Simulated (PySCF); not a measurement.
H$_{8}$N$_{2}$Si$_{2}$ (SMILES N[SiH2][SiH2]N), singlet, at the geometry of the source list; LC-WPBE/6-31G, TDA (PySCF).

Here is a job for PySCF.
```python
from pyscf import gto, scf, dft, tdscf

mol = gto.Mole()
mol.atom = '''
    Si    1.120500   -0.476300   -0.603700
    N     1.683200    0.902700    0.281100
    Si   -1.058200   -0.873400    0.047500
    N    -1.989400    0.483400    0.587700
    H     2.083700   -1.512700   -0.218100
    H     1.283000   -0.308700   -2.065700
    H     1.196400    1.779800    0.174000
    H     2.672800    1.080500    0.325500
    H    -1.874700   -1.398500   -1.051700
    H    -1.148400   -1.800800    1.181500
    H    -2.273100    1.174000   -0.089500
    H    -1.695800    0.950100    1.431400
'''
mol.basis = '6-31g'
mol.charge = 0
mol.spin = 0
mol.verbose = 4
mol.build()

mf = dft.RKS(mol)
mf.xc = 'lc_wpbe'
mf.kernel()
td = mf.TDA()
td.nstates = 10
td.kernel()
td.analyze()
```

It wrote (shortened):

```
PySCF version 2.14.0

[INPUT] verbose = 4
[INPUT] num. atoms = 12
[INPUT] num. electrons = 50
[INPUT] charge = 0
[INPUT] spin (= nelec alpha-beta = 2S) = 0
[INPUT] symmetry False subgroup None
[INPUT] Mole.unit = angstrom
[INPUT] Symbol           X                Y                Z      unit          X                Y                Z       unit  Magmom
[...]
nuclear repulsion = 224.506660458098
number of shells = 40
number of NR pGTOs = 168
number of NR cGTOs = 60
basis = 6-31g
ecp = {}

******** <class 'pyscf.dft.rks.RKS'> ********
method = RKS
initial guess = minao
damping factor = 0
level_shift factor = 0
DIIS = <class 'pyscf.scf.diis.CDIIS'>
diis_start_cycle = 1
diis_space = 8
diis_damp = 0
SCF conv_tol = 1e-09
SCF conv_tol_grad = None
SCF max_cycles = 50
direct_scf = True
direct_scf_tol = 1e-13
XC library pyscf.dft.libxc version 7.1.2
    S. Lehtola, C. Steigemann, M. J. T. Oliveira, and M. A. L. Marques,  SoftwareX 7, 1–5 (2018)
XC functionals = lc_wpbe
    O. A. Vydrov and G. E. Scuseria,  J. Chem. Phys. 125, 234109 (2006)
radial grids:
    Treutler-Ahlrichs [JCP 102, 346 (1995); DOI:10.1063/1.469408] (M4) radial grids

becke partition: Becke, JCP 88, 2547 (1988); DOI:10.1063/1.454033
pruning grids: <function nwchem_prune>
grids dens level: 3
symmetrized grids: False
atomic radii adjust function: <function treutler_atomic_radii_adjust>
small_rho_cutoff = 0
Set gradient conv threshold to 3.16228e-05
Initial guess from minao.
tot grids = 144632
init E= -693.083650068577
[...]
cycle= 1 E= -692.86293327509  delta_E= 0.221  |g|= 0.479  |ddm|= 2.96
[...]
cycle= 2 E= -692.887683136097  delta_E= -0.0247  |g|= 0.41  |ddm|= 0.82
[...]
cycle= 3 E= -692.924006931907  delta_E= -0.0363  |g|= 0.0351  |ddm|= 0.345
[...]
cycle= 4 E= -692.924491638198  delta_E= -0.000485  |g|= 0.00587  |ddm|= 0.0754
[...]
cycle= 5 E= -692.924508691687  delta_E= -1.71e-05  |g|= 0.00188  |ddm|= 0.0161
[...]
cycle= 6 E= -692.924510317188  delta_E= -1.63e-06  |g|= 0.00106  |ddm|= 0.00527
[...]
cycle= 7 E= -692.924510670199  delta_E= -3.53e-07  |g|= 0.00021  |ddm|= 0.00179
[...]
cycle= 8 E= -692.92451075108  delta_E= -8.09e-08  |g|= 4.06e-05  |ddm|= 0.00133
[...]
cycle= 9 E= -692.924510753635  delta_E= -2.56e-09  |g|= 5.53e-06  |ddm|= 0.000288
[...]
cycle= 10 E= -692.924510753669  delta_E= -3.32e-11  |g|= 1.06e-06  |ddm|= 2.85e-05
[...]
Extra cycle  E= -692.924510753673  delta_E= -4.32e-12  |g|= 4.15e-07  |ddm|= 4.12e-06
converged SCF energy = -692.924510753673

[...]
Excited State   1:      5.73596 eV    216.15 nm  f=0.0244
Excited State   2:      6.47065 eV    191.61 nm  f=0.0315
Excited State   3:      7.64983 eV    162.07 nm  f=0.1336
Excited State   4:      8.16677 eV    151.82 nm  f=0.0139
Excited State   5:      8.39208 eV    147.74 nm  f=0.0953
Excited State   6:      8.61390 eV    143.93 nm  f=0.1975
Excited State   7:      8.77239 eV    141.33 nm  f=0.0189
Excited State   8:      8.99187 eV    137.88 nm  f=0.0823
Excited State   9:      9.17350 eV    135.15 nm  f=0.1153
[...]
      25 -> 30        0.21158
Excited State  10:      9.30417 eV    133.26 nm  f=0.0081
      21 -> 26       -0.19789
      22 -> 26        0.32905
      23 -> 26       -0.17920
      24 -> 28        0.24127
      24 -> 33        0.12173
      24 -> 34        0.15895
      25 -> 29        0.16526
      25 -> 30       -0.27824
      25 -> 31        0.19839

** Transition electric dipole moments (AU) **
state          X           Y           Z        Dip. S.      Osc.
  1        -0.3490      0.2259      0.0337      0.1739      0.0244
  2        -0.3088      0.1747      0.2693      0.1984      0.0315
  3        -0.5228     -0.0533      0.6610      0.7130      0.1336
  4         0.1500      0.2085      0.0596      0.0695      0.0139
  5        -0.6190      0.2022      0.1991      0.4636      0.0953
  6        -0.8881     -0.3064      0.2309      0.9359      0.1975
  7         0.2749     -0.0804     -0.0762      0.0878      0.0189
  8        -0.5989      0.0408     -0.1147      0.3735      0.0823
  9        -0.6635      0.1149      0.2443      0.5131      0.1153
 10         0.0139      0.1482     -0.1149      0.0354      0.0081

** Transition velocity dipole moments (imaginary part, AU) **
state          X           Y           Z        Dip. S.      Osc.
  1        -0.0736     -0.0192     -0.0326      0.0068      0.0216
  2        -0.0871     -0.0248      0.1217      0.0230      0.0645
  3        -0.1177     -0.0127      0.0865      0.0215      0.0510
  4         0.0897      0.0372      0.0176      0.0097      0.0217
  5        -0.1013      0.0370      0.0470      0.0138      0.0299
  6        -0.2423     -0.0915      0.1113      0.0795      0.1673
  7         0.0551     -0.0332      0.0217      0.0046      0.0095
  8        -0.0923      0.0496     -0.0165      0.0113      0.0227
  9        -0.1593     -0.0229     -0.0015      0.0259      0.0512
 10         0.0023      0.0078     -0.0322      0.0011      0.0021

** Transition magnetic dipole moments (imaginary part, AU) **
state          X           Y           Z
  1         0.2311     -0.3544     -0.3815
  2        -0.8181      0.5377     -0.5149
  3         0.0679     -0.1595      0.4071
  4        -0.0556      0.4668      0.6147
  5         0.2182     -0.5797      0.5878
  6        -0.0518      0.1220      0.2741
  7        -0.4704     -0.0212     -0.0945
  8        -0.0248     -0.2299      0.5362
  9         0.3642     -0.1417      0.6617
 10        -0.5053     -0.0889     -0.0960
```
